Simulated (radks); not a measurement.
Values are calculated unless marked as measured or tabulated.
H, 1 electrons, occupied as 1s0.75 2p0.25 (fractional occupations, a model configuration).

Level of theory: scalar-relativistic Kohn-Sham, PBEsol, spin-unpolarised, spherical densities, point nucleus; without spin polarisation the odd electron is poorly described (a radial shooting solver on a logarithmic mesh with Libxc functionals).

Energy parts (eV):
total: -10.452
kinetic: 10.175
electron-nucleus: -20.985
Hartree: 5.368
exchange-correlation: -5.010

Orbitals (lengths in bohr, moments of r in powers of bohr; r(max) is where P^2 peaks):
orbital,occ.,eigenvalue (eV),<r^2>,r(max),<r^4>
1s,0.75,-8.5186,3.190,0.9991,26.86
2s,0,-0.8032,107.8,8.493,19040
2p,0.25,-0.5279,131.0,9.572,29830

The highest occupied level is 2p at -0.528 eV. The configuration is held as typed, so some empty levels lie below it. Summed over all electrons, <r^2> = 35.14 bohr^2, which gives a Langevin (diamagnetic) susceptibility term of -27.8 x 10^-6 cm^3/mol.
